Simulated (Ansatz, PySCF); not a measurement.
System: germanium monoxide, GeO, net charge 0, singlet state. SMILES: [O]=[Ge]
Structure (B3LYP-D3(BJ)/def2-TZVP (Ansatz, a program for electronic structure) minimum search):
```xyz
2

Ge     0.0000     0.0000    -0.3265
O      0.0000     0.0000     1.3060
```

Property: atomisation energy (electronic, to ground-state atoms), in kcal/mol. Cores are frozen in the correlated levels unless marked. UHF or UKS for open shells. Spin-orbit coupling is left out. Frozen are the shells of the preceding noble gas and the d and f shells that filled before the atom's block. Non-relativistic. The coupled-cluster limit lacks core correlation, which all-electron functionals hold. Basis-set limits of correlation are two-point, X^-3; Hartree-Fock from the larger set (for Q and 5 zeta extrapolated as (X+1)exp(-9√X)).

The T1 diagnostic of CCSD in the largest basis is 0.030, which is high, so the coupled-cluster rows are less sure than usual.

```json
[
 {"level": "revPBE-D4/def2-TZVPD", "program": "Ansatz + dftd4", "atomisation energy (kcal/mol)": "___"},
 {"level": "TPSSh/def2-TZVPD", "program": "PySCF", "atomisation energy (kcal/mol)": "___"},
 {"level": "CCSD/cc-pVQZ", "program": "Ansatz", "atomisation energy (kcal/mol)": "147.4"},
 {"level": "CCSD(T)/CBS(cc-pVQZ,cc-pV5Z)", "program": "Ansatz", "atomisation energy (kcal/mol)": "160.7"}
]
```

### Question
Fill in the missing entries.

### Answer

- revPBE-D4/def2-TZVPD, atomisation energy (kcal/mol): 162.7
- TPSSh/def2-TZVPD, atomisation energy (kcal/mol): 154.6
